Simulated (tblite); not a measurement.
Compound: C6H15B.
Structure used (GFN2-xTB), in Å, numbered top down from 1:
```
atom  x, y, z in Å
C1    -0.6238    2.3015   -0.3162
B2    -0.2432    0.8547   -0.7914
C3     0.0883   -0.3190    0.2275
C4     1.5233   -0.8356    0.0152
C5     2.5633    0.2524    0.2536
C6    -0.8966   -1.4893    0.0501
C7    -2.3356   -1.0697    0.3248
H8    -1.6035    2.5840   -0.7021
H9    -0.6411    2.4359    0.7624
H10    0.0692    3.0335   -0.7314
H11   -0.2008    0.6281   -1.9427
H12    0.0146    0.0102    1.2705
H13    1.7124   -1.6694    0.6973
H14    1.6229   -1.2133   -1.0047
H15    2.4231    1.0712   -0.4488
H16    2.4753    0.6502    1.2624
H17    3.5693   -0.1438    0.1288
H18   -0.8203   -1.8728   -0.9697
H19   -0.6216   -2.3001    0.7308
H20   -2.4319   -0.6738    1.3336
H21   -3.0091   -1.9187    0.2246
H22   -2.6447   -0.2967   -0.3755
```

All values are computed: GFN2-xTB (tblite) harmonic vibrations without scaling, gas phase. The method is semi-empirical: single wavenumbers can be off by several per cent or more. Modes of hydrogen on boron can be 10 to 20 % off. One conformer, not necessarily the lowest. The optimisation stopped once no atom felt more than 0.01 eV/Å.

Lowest wavenumbers of the output (negative numbers stand for imaginary wavenumbers):
```
mode    cm-1
  1     -39.9
  2      51.1
  3      77.4
  4     101.3
  5     168.8
  6     200.9
  7     209.1
  8     254.9
  9     276.9
 10     359.6
 11     414.2
 12     439.4
 13     621.8
 14     744.6
 15     804.0
```

Q: Is this structure a minimum?

A: Not by this Hessian. 1 mode is imaginary beyond 20i (40i cm⁻¹), so at this level the point lies at or near a first-order saddle. The curvature is small, so loose convergence or finite differences may be the whole cause.

Q: Which atoms move in the imaginary mode?

A: 40i: H9 (methyl hydrogen) 33 %, H8 (methyl hydrogen) 23 %, H10 (methyl hydrogen) 23 %, C1 (sp3 carbon bound to boron) 12 %. These are shares of the mass-weighted motion.

Q: What is the remedy?

A: Step along that mode in both directions, optimise again with tighter thresholds and repeat the frequencies. The zero-point energy of this point (123.8 kcal/mol) counts the 59 real modes alone, and thermal corrections from it aren't those of a minimum.
